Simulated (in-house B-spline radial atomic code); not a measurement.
Results of a calculation; reference values are marked as such.
## Ge ion on Al atom: potential, deflection and energy transfer

The pair potential comes from two frozen, spherical free-atom densities (PBE, B-spline radial code, scalar-relativistic past argon): electrostatics plus the change in Thomas-Fermi kinetic and Dirac exchange energy where they overlap, the recipe behind the universal ZBL potential, which averages such potentials (from solid-state densities) over many pairs. It is written V = (Z1 Z2 e²/r) φ(r/a), with e² = 14.3996 eV·Å and a = 0.46850 Å/(Z1^0.23 + Z2^0.23); ZBL's fit is φ = 0.18175 e^(−3.1998x) + 0.50986 e^(−0.94229x) + 0.28022 e^(−0.4029x) + 0.02817 e^(−0.20162x). Where φ falls below 4e-4 it is continued as an exponential.

Masses 72.63 and 26.98 u.

| x = r/a | φ, this pair | φ, ZBL |
| --- | --- | --- |
| 0.1 | 0.8939 | 0.8928 |
| 0.5 | 0.6278 | 0.6096 |
| 1.5 | 0.3168 | 0.2995 |
| 3 | 0.1365 | 0.1292 |
| 5 | 0.05385 | 0.05224 |
| 8 | 0.01615 | 0.01705 |
| 12 | 0.004989 | 0.00474 |
| 17 | 0.001186 | 0.001212 |

(1) At x = 3 the electrostatic, kinetic and exchange parts are 393.95, 2081.47 and -135.5 eV. Find r, V and φ.

(2) The ion comes in at 189.9 keV with impact parameter 0.5823 Å. The scattering integral gives a centre-of-mass angle of 1.287° and a closest approach of 5.027 a. What are the reduced energy, the energy passed on and the laboratory angles?

Answers

(1) a = 0.46850/(2.2191 + 1.8039) = 0.11645 Å, so r = 0.34936 Å. V = 393.95 + 2081.47 + (-135.5) = 2339.92 eV. The bare repulsion is 32 × 13 × 14.3996/0.34936 = 17146 eV, so φ = 0.1365, +5.6 % against ZBL's 0.1292. The kinetic (Pauli) term is 89 % of V here.

(2) ε = E a M2/(Z1 Z2 e² (M1 + M2)) = 189900 × 5.2657e-06 = 1. The most that one collision can pass on is γE with γ = 4 M1 M2/(M1 + M2)² = 0.7900. Here T = γE sin²(θ/2) = 0.7900 × 189900 × 0.0001261 = 18.92 eV. The ion turns by arctan(sin θ/(cos θ + M1/M2)) = 0.3°, and the struck atom leaves at (180° − θ)/2 = 89.4°. The closest approach is 0.585 Å. With ZBL the angle would be 1.22° and T = 16.91 eV.
